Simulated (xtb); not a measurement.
Input file for xtb: GFN2-xTB on O2 (SMILES O=O).

```
$ xtb mol.xyz --gfn 2 --sp --chrg 0 --uhf 2
2

O      0.00000000    -0.00000000     0.60215214
O     -0.00000000     0.00000000    -0.60215214
```

Problem. What total energy does the run end on?

Solution. -7.9041 hartree.
